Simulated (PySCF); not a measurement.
Compound: C₁₀H₁₆.
SMILES with atom numbers: `[CH3:1][CH2:2]/[C:3]1=[CH:4]/[CH2:5][CH2:6]/[CH:7]=[CH:8]\[CH2:9][CH2:10]1` (hydrogens: H11, H12, H13 on C1; H14, H15 on C2; H16 on C4; H17, H18 on C5; H19, H20 on C6; H21 on C7; H22 on C8; H23, H24 on C9; H25, H26 on C10)

The geometry is computed with GFN2-xTB (gas phase).

(1) What internal coordinates does the optimisation give?

## Answers

(1) 
```csv
bond,length (Å)
C1–C2,1.529
C2–C3,1.505
C3=C4,1.328
C4–C5,1.500
C5–C6,1.548
C6–C7,1.499
C7=C8,1.324
C8–C9,1.499
C9–C10,1.548
C3–C10,1.505
"C1–H11, C1–H12, C1–H13",1.087
"C2–H14, C2–H15",1.093
C4–H16,1.082
"C5–H17, C5–H18",1.092
"C6–H19, C6–H20",1.092
C7–H21,1.082
C8–H22,1.082
"C9–H23, C9–H24",1.092
"C10–H25, C10–H26",1.092
```

Bonds in one row agree within 0.01 Å and their mean is given. A selection of angles:
```csv
angle,degrees
C2–C1–H11,110.9
C2–C1–H12,110.2
H11–C1–H12,108.5
H11–C1–H13,108.5
C1–C2–C3,111.9
C1–C2–H14,109.0
C3–C2–H14,109.3
H14–C2–H15,107.9
C2–C3–C4,121.0
C2–C3–C10,116.0
C4–C3–C10,123.1
C3–C4–C5,126.1
C3–C4–H16,118.6
C5–C4–H16,115.3
C4–C5–C6,112.6
C4–C5–H17,108.6
C6–C5–H17,109.1
H17–C5–H18,107.6
C5–C6–C7,111.9
C5–C6–H19,108.8
C7–C6–H19,110.1
H19–C6–H20,107.7
C6–C7–C8,125.2
C6–C7–H21,115.8
C8–C7–H21,119.0
C7–C8–C9,124.9
C7–C8–H22,119.1
C9–C8–H22,116.0
C8–C9–C10,111.9
C8–C9–H23,109.7
C10–C9–H23,108.9
H23–C9–H24,107.8
C9–C10–H25,108.7
C3–C10–C9,112.3
C3–C10–H25,109.8
H25–C10–H26,107.4
```

Torsions: C1–C2–C3–C4 -109° (anticlinal); C2–C3–C4–C5 179° (antiperiplanar); C3–C4–C5–C6 -74° (synclinal); C4–C5–C6–C7 103° (anticlinal); C5–C6–C7–C8 -73° (synclinal); C6–C7–C8–C9 0° (synperiplanar); C7–C8–C9–C10 74° (synclinal); C8–C9–C10–C3 -105° (anticlinal); C2–C3–C10–C9 -105° (anticlinal). The mirror-image conformer, all signs reversed, is as good.

The 10 C–C bonds span 1.324 Å (C7=C8, drawn double) to 1.548 Å (C5–C6, drawn single), a spread of 0.224 Å. The 8-membered ring C3–C4–C5–C6–C7–C8–C9–C10 has internal angles of 111.9° to 126.1°; it is puckered, 0.33 Å rms from its mean plane, widest ring torsion 105°. Of the pairs four or more bonds apart, H15···H16 is among the closest relative to their van der Waals radii: 2.28 Å, 95 % of the sum of Bondi's values.

Point group: C1 (no symmetry element, even within 0.4 Å). No GFN2-xTB frequencies stand behind this structure, so it isn't proved a minimum. The numbers are those of one conformer.
